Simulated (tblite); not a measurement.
C6H10N2OS.
Bonds: C1–O2, O2–C3, C3–N4 (aromatic), N4–N5 (aromatic), N5–C6 (aromatic), C6–C7, C7–C8, C7–C9, C6–S10 (aromatic), C3–S10 (aromatic). Hydrogens: H11, H12, H13 on C1; H14 on C7; H15, H16, H17 on C8; H18, H19, H20 on C9.

The geometry is computed with GFN2-xTB (gas phase).

(1) What internal coordinates does the optimisation give?

Results:

(1) 
```tsv
bond	length (Å)	order
C1–O2	1.420	single
O2–C3	1.320	single
C3–N4	1.286	aromatic
N4–N5	1.331	aromatic
N5–C6	1.277	aromatic
C6–C7	1.489	single
C7–C8, C7–C9	1.530	single
C6–S10	1.772	aromatic
C3–S10	1.757	aromatic
C1–H11, C1–H12, C1–H13	1.090	single
C7–H14	1.094	single
C8–H15 and 5 like bonds	1.087	single
```

Bonds in one row agree within 0.01 Å and their mean is given. Orders are formal, as drawn. A selection of angles:
```tsv
angle	degrees
C1–O2–C3	115.2
O2–C3–N4	126.7
O2–C3–S10	119.2
N4–C3–S10	114.1
C3–N4–N5	113.2
N4–N5–C6	115.0
N5–C6–C7	125.0
N5–C6–S10	112.9
C7–C6–S10	122.0
C6–C7–C8	109.0
C8–C7–C9	110.9
C3–S10–C6	84.7
```

Dihedral angles: C1–O2–C3–N4 -1° (synperiplanar); N5–C6–C7–C8 76° (synclinal). The mirror-image conformer, all signs reversed, is as good.

N4 (pyridine-type nitrogen) is bent (angle 113.2°). The 5-membered ring C3–N4–N5–C6–S10 has internal angles of 84.7° to 115.0° (sum 540°, against 540° for a flat polygon); it is planar, 0.00 Å rms from its mean plane, widest ring torsion 0°. Of the pairs four or more bonds apart, N4···H13 is among the closest relative to their van der Waals radii: 2.66 Å, 97 % of the sum of Bondi's values. The 3 C–C bonds span 1.489 Å (C6–C7, drawn single) to 1.532 Å (C7–C8, drawn single), a spread of 0.043 Å. The 2 C–O bonds span 1.320 Å (O2–C3, drawn single) to 1.420 Å (C1–O2, drawn single), a spread of 0.100 Å.

Point group: C1 (no symmetry element, even within 0.4 Å). Its lowest GFN2-xTB frequency is 16i cm⁻¹, too small to tell a flat minimum from a shallow saddle. One conformer, not necessarily the lowest. 3 starts were optimised and ended at 0.00, 0.04 and 1.85 kcal/mol (GFN2-xTB); the lowest of these is shown.
